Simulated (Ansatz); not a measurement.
Species: H₆GaN₃, SMILES `[NH2][Ga]([NH2])[NH2]` (charge 0, multiplicity 1).

Q: Give a relaxed geometry from PBE0-D4/def2-TZVP (Ansatz, an electronic-structure program).

A: One answer among several that fit: the end point of this relaxation, one of several conformers (outside a Z-matrix the atoms follow the SMILES, hydrogens last).
Z-matrix (Å, degrees):
```
Ga
N 1 1.8229
H 2 1.0060 1 121.03
H 2 1.0060 3 110.71 1 150.50
N 1 1.8229 2 119.78 3 -21.03
H 5 1.0060 1 121.03 2 168.23
H 5 1.0060 6 110.71 1 150.48
N 1 1.8230 2 119.79 3 168.25
H 8 1.0060 1 121.01 2 -21.12
H 8 1.0060 9 110.69 1 150.36
```
